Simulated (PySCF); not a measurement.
Fractional electron number in Hg⁺ (mercury, charge +1)

The 6s alpha orbital of [Xe] 4f14 5d10 6s1 is emptied in steps (occupation f), with all orbitals relaxed, ending at [Xe] 4f14 5d10. Computed with PySCF 2.14 in def2-TZVPPD with the def2 core potential (60 electrons) (6s6p3d2f1g, 62 functions), with scalar relativity through the core potential. The exact energy is a straight line in f; departures are measured from the line between the end points of the same method.

| f | UHF (eV) | LDA (eV) | PBE (eV) | PBE0 (eV) | r2SCAN (eV) | LC-wPBE (eV) | BHandHLYP (eV) | wB97X (eV) | MN15 (eV) | TPSS (eV) |
| --- | --- | --- | --- | --- | --- | --- | --- | --- | --- | --- |
| 1 | 0.000 | 0.000 | 0.000 | 0.000 | 0.000 | 0.000 | 0.000 | 0.000 | 0.000 | 0.000 |
| 0.8 | 0.042 | -0.665 | -0.656 | -0.475 | -0.592 | -0.051 | -0.317 | -0.105 | -0.359 | -0.635 |
| 0.6 | 0.062 | -1.001 | -0.988 | -0.714 | -0.893 | -0.076 | -0.477 | -0.157 | -0.536 | -0.956 |
| 0.4 | 0.061 | -1.003 | -0.992 | -0.716 | -0.895 | -0.076 | -0.479 | -0.155 | -0.531 | -0.959 |
| 0.2 | 0.040 | -0.670 | -0.663 | -0.478 | -0.598 | -0.051 | -0.321 | -0.102 | -0.349 | -0.642 |
| 0 | 0.000 | 0.000 | 0.000 | 0.000 | 0.000 | 0.000 | 0.000 | 0.000 | 0.000 | 0.000 |

**Question.** For PBE0, how does the orbital energy at f = 1 compare with the removal energy?

**Answer.** −ε = 15.854 eV against a total-energy difference of 18.816 eV. By Janak's theorem ε = ∂E/∂f, so the gap between them reflects the curvature. Along the path −ε is 17.030 (f = 0.8), 18.213 (f = 0.6), 19.405 (f = 0.4), 20.604 (f = 0.2) eV.

```
   method  E(f=0) − E(f=1) (eV)  −ε at f=1 (eV)  −ε at f=0.4 (eV)
      UHF                17.144          17.411            17.088
      LDA                19.557          15.410            20.383
      PBE                19.142          15.057            19.951
     PBE0                18.816          15.854            19.405
   r2SCAN                19.038          15.354            19.775
  LC-wPBE                18.546          18.227            18.606
BHandHLYP                18.527          16.552            18.917
    wB97X                18.431          17.770            18.570
     MN15                19.115          16.859            19.588
     TPSS                18.904          14.949            19.684
```

Reference removal energy between the ground levels: 18.757 eV (measured; NIST Atomic Spectra Database, ionization energies). UHF lacks correlation.
